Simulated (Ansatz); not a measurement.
Mulliken charges of `[CH3][GeH]([OH])[Cl]` from PBE/def2-TZVPP in Ansatz (PBE0-D4/def2-TZVP geometry).

```json
{"atom": "C1", "x (Å)": "-0.263", "y (Å)": "1.170", "z (Å)": "-0.351", "charge (e)": "-0.356"}
{"atom": "Ge2", "x (Å)": "-0.260", "y (Å)": "-0.643", "z (Å)": "0.326", "charge (e)": "0.532"}
{"atom": "O3", "x (Å)": "1.305", "y (Å)": "-1.090", "z (Å)": "1.023", "charge (e)": "-0.380"}
{"atom": "Cl4", "x (Å)": "-0.633", "y (Å)": "-1.950", "z (Å)": "-1.359", "charge (e)": "-0.320"}
{"atom": "H5", "x (Å)": "-1.241", "y (Å)": "1.408", "z (Å)": "-0.772", "charge (e)": "0.119"}
{"atom": "H6", "x (Å)": "-0.039", "y (Å)": "1.865", "z (Å)": "0.459", "charge (e)": "0.118"}
{"atom": "H7", "x (Å)": "0.491", "y (Å)": "1.272", "z (Å)": "-1.133", "charge (e)": "0.111"}
{"atom": "H8", "x (Å)": "-1.284", "y (Å)": "-0.966", "z (Å)": "1.416", "charge (e)": "-0.001"}
{"atom": "H9", "x (Å)": "2.013", "y (Å)": "-1.112", "z (Å)": "0.374", "charge (e)": "0.178"}
```

Q: By hand: the dipole of these point charges (1 e Å = 4.8032 D).

A: Σ q r = (-0.076, 0.611, 0.246) e Å, of length 0.663 e Å = 3.18 D.

Q: How does the dipole of the full density compare? (An estimate is asked.)

A: The calculation gave: (0.067, 0.461, -0.014) e Å, 2.24 D; the point charges give 1.42 times that, at 28° from its direction.

Point charges leave out the atoms' own dipoles, such as those of lone pairs, and Mulliken's split depends on the basis, so the two needn't agree.
